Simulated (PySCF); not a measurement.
**Working out the ionisation energy of Ti⁺**

Ti⁺ [Ar] 3d2 4s1 (4F) → Ti²⁺ [Ar] 3d2 (3F). Computed with PySCF 2.14 in pcseg-2, with no relativity, point nucleus. Frozen: [Ar]. Energies in hartree (1 hartree = 27.21139 eV):

```csv
part,Ti⁺ (lower),Ti²⁺ (upper)
UHF,-848.193561,-847.720824
MP2 opposite-spin,0.000000,0.000000
MP2 same-spin,-0.010020,-0.004058
```

Q: What does Hartree-Fock give?

A: (-847.720824) − (-848.193561) = 0.472737 hartree = 12.864 eV.

Q: What do MP2 and SCS-MP2 (6/5 opposite-spin, 1/3 same-spin) give?

A: The opposite-spin parts differ by 0.000 eV and the same-spin parts by 0.162 eV. MP2: 12.864 + (0.000) + (0.162) = 13.026 eV. SCS-MP2: 12.864 + 1.2 × (0.000) + (0.162)/3 = 12.918 eV.

Reference: 13.575 eV (measured; NIST Atomic Spectra Database, ionization energies), between the lowest levels; spin-orbit coupling is absent from the calculation.

The calculation is non-relativistic.

What remains against the reference includes basis incompleteness, the frozen core and correlation beyond second order.
